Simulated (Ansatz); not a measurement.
A run for Ansatz (an electronic-structure program): U-CCSD(T)/def2-QZVPP on BH-, 2S+1 = 2, a spin state set in the input, which need not be the lowest, a point of a bond scan (R = 1.271 Å). Charge -1. Files ending in .json are basis or fitting sets from the Basis Set Exchange.

Ansatz 0.2 input:
```yaml
crystal:
  periodic: [false, false, false]
  atoms:
    - {symbol: H, position_ang: [0.00000000, 0.00000000, 0.00000000]}
    - {symbol: B, position_ang: [0.00000000, 0.00000000, 1.27068500]}
basis:
  gaussian:
    orbitals: def2-QZVPP.json
    pivot_positions_ang: [[0.00000000, 0.00000000, 0.00000000], [0.00000000, 0.00000000, 1.27068500]]
total_charge: -1
magnetization: {spin_polarized: true, initial_magnetization: 1}
correlation: {method: ccsd_t, electrons: valence}
output: {orbitals: {seedname: ./end}}
```

Output:

```
WARN ansatz: RAYON_NUM_THREADS=2 ignored (pool sized by the plan → 2); use --threads N
Functional definition: HF
integrals: 0.12 GiB planned
585 factors; integrals over basis functions are off by at most 4.1e-4 eV
mean field: 0.14 GiB planned
mean field evaluation 1: about -681.8347 eV, gradient 9.4e0 eV
mean field evaluation 2: about -681.8351 eV, gradient 9.4e0 eV
mean field evaluation 4: about -683.2827 eV, gradient 1.5e0 eV
mean field evaluation 8: about -683.3534 eV, gradient 3.2e-4 eV
mean field evaluation 16: about -683.3721 eV, gradient 8.8e-1 eV
mean field evaluation 32: about -683.3517 eV, gradient 9.0e-3 eV
mean field evaluation 64: about -682.0502 eV, gradient 4.1e-1 eV
mean field evaluation 96: about -681.3582 eV, gradient 8.4e-1 eV
mean field evaluation 128: about -683.3517 eV, gradient 1.7e-5 eV
mean field evaluation 160: about -681.8224 eV, gradient 3.2e0 eV
mean field evaluation 192: about -683.3517 eV, gradient 1.2e-3 eV
mean field evaluation 224: about -682.0973 eV, gradient 3.1e0 eV
mean field evaluation 256: about -681.6599 eV, gradient 5.5e0 eV
mean field evaluation 288: about -681.2284 eV, gradient 2.0e-3 eV
mean field evaluation 320: about -681.6897 eV, gradient 2.9e-2 eV
mean field evaluation 352: about -679.2715 eV, gradient 9.3e0 eV
mean field evaluation 384: about -680.2501 eV, gradient 5.7e-1 eV
mean field evaluation 416: about -677.5836 eV, gradient 1.4e0 eV
mean field evaluation 448: about -679.6276 eV, gradient 5.1e0 eV
mean field evaluation 480: about -682.0510 eV, gradient 3.6e-1 eV
mean field evaluation 512: about -681.2284 eV, gradient 1.4e-3 eV
mean field evaluation 544: about -680.4026 eV, gradient 3.4e0 eV
mean field evaluation 576: about -680.1583 eV, gradient 9.6e-4 eV
mean field evaluation 608: about -682.0579 eV, gradient 4.9e-4 eV
mean field evaluation 640: about -681.2284 eV, gradient 3.9e-3 eV
mean field evaluation 672: about -678.9933 eV, gradient 2.5e-2 eV
mean field evaluation 704: about -681.6898 eV, gradient 6.7e-4 eV
mean field evaluation 736: about -677.4066 eV, gradient 2.4e0 eV
mean field evaluation 768: about -679.4346 eV, gradient 6.7e-1 eV
mean field evaluation 800: about -683.3517 eV, gradient 3.3e-2 eV
mean field evaluation 832: about -682.7380 eV, gradient 3.9e0 eV
mean field evaluation 864: about -681.6703 eV, gradient 5.4e-1 eV
mean field evaluation 896: about -681.0441 eV, gradient 7.6e-1 eV
mean field evaluation 928: about -679.3215 eV, gradient 6.8e0 eV
mean field evaluation 960: about -680.4188 eV, gradient 3.0e0 eV
mean field evaluation 992: about -681.2284 eV, gradient 2.8e-6 eV
mean field evaluation 1024: about -682.0579 eV, gradient 1.2e-3 eV
mean field evaluation 1056: about -683.2897 eV, gradient 7.7e-1 eV
mean field -683.42653171 eV, -25.1154617972 hartree, gradient 3.0e-6 eV, S^2 1.112419; 18 other end points of the search recorded, 0 dependent functions left out
determinant -683.42653171 eV, -25.1154617972 hartree, with singles and doubles -686.53101532 eV, -25.2295494656 hartree
determinant -682.05794183 eV, -25.0651670468 hartree, with singles and doubles -685.12799528 eV, -25.1779894301 hartree
determinant -681.68975652 eV, -25.0516364863 hartree, with singles and doubles -684.98356351 eV, -25.1726816604 hartree
determinant -681.22839643 eV, -25.0346818156 hartree, with singles and doubles -684.26585631 eV, -25.1463064075 hartree
determinant -680.39951207 eV, -25.0042208772 hartree, with singles and doubles -683.01184522 eV, -25.1002223499 hartree
determinant -680.15831595 eV, -24.9953570832 hartree, with singles and doubles -683.24303066 eV, -25.1087182578 hartree
determinant -683.35174132 eV, -25.1127133009 hartree, with singles and doubles -686.59327960 eV, -25.2318376357 hartree
1 core orbitals not correlated
reference -683.42653171 eV, -25.1154617972 hartree; 3, 2 occupied and 83, 84 virtual orbitals, 585 factors
second order -2.34702632 eV of doubles, -0.00000000 eV of singles
coupled cluster: 0.34 GiB planned
cycle   1  -2.98642921 eV  change   -2.4e-1 eV  update   2.5e-2
cycle   2  -2.99820989 eV  change   -1.2e-2 eV  update   1.0e-2
cycle   3  -3.00380921 eV  change   -5.6e-3 eV  update   7.5e-3
cycle   4  -3.01522515 eV  change   -1.1e-2 eV  update   6.0e-3
cycle   5  -3.02827799 eV  change   -1.3e-2 eV  update   4.4e-3
cycle   6  -3.03583040 eV  change   -7.6e-3 eV  update   2.3e-3
cycle   7  -3.03780711 eV  change   -2.0e-3 eV  update   8.9e-4
cycle   8  -3.03833798 eV  change   -5.3e-4 eV  update   4.1e-4
cycle   9  -3.03866587 eV  change   -3.3e-4 eV  update   2.1e-4
cycle  10  -3.03883249 eV  change   -1.7e-4 eV  update   1.1e-4
cycle  11  -3.03886667 eV  change   -3.4e-5 eV  update   5.0e-5
cycle  12  -3.03888963 eV  change   -2.3e-5 eV  update   2.1e-5
cycle  13  -3.03888578 eV  change    3.8e-6 eV  update   1.1e-5
cycle  14  -3.03888492 eV  change    8.6e-7 eV  update   5.7e-6
cycle  15  -3.03888667 eV  change   -1.7e-6 eV  update   3.3e-6
cycle  16  -3.03889081 eV  change   -4.1e-6 eV  update   1.7e-6
coupled cluster: 0.34 GiB planned
perturbative correction -0.11750351 eV, -0.0043181745 hartree
Total energy: -686.58292603 eV, -25.2314571490 hartree
```

Self-consistency was reached. Its determinant has ⟨S²⟩ = 1.11, a mixture of spin states.

Cost: roughly 10 core-seconds.
